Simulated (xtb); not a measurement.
xtb input:

```bash
xtb mol.xyz --gfn 2 --sp --chrg 0 --uhf 0
```
mol.xyz:
```
2

Cu    -0.00000000    -0.00000000    -1.14569503
Cu     0.00000000     0.00000000     1.14569503
```

### Question
What final total energy does it print?

### Answer
-7.77495 Eh (GFN2-xTB).
